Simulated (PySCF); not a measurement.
# How methods differ on the interval between two levels of O

O [He] 2s2 2p4 [3P2, M_J = 2] → O [He] 2s1 2p5 [3P2, M_J = 2], as a difference of total energies. Calculation: PySCF 2.14, in x2c-TZVPall-2c with one added diffuse shell each of s, p, d type (6s4p3d1f, 40 functions); the two-component X2C-1e Hamiltonian. Correlated levels: 1s2 frozen. "Screened" scales the spin-orbit matrix elements by Boettger's factors to mimic the two-electron term; Breit and QED terms are absent.

```json
{"method": "GHF (spin-free)", "interval between two levels (cm⁻¹)": "135890"}
{"method": "GMP2 (spin-free)", "interval between two levels (cm⁻¹)": "129500"}
{"method": "GHF (screened spin-orbit)", "interval between two levels (cm⁻¹)": "135900"}
{"method": "GMP2 (screened spin-orbit)", "interval between two levels (cm⁻¹)": "129500"}
```

The labels give the starting determinants; with spin-orbit coupling the two ends relaxed to ⟨J²⟩ = 6.01, ⟨L²⟩ = 2.00, ⟨S²⟩ = 2.01 and ⟨J²⟩ = 6.05, ⟨L²⟩ = 2.00, ⟨S²⟩ = 2.05.
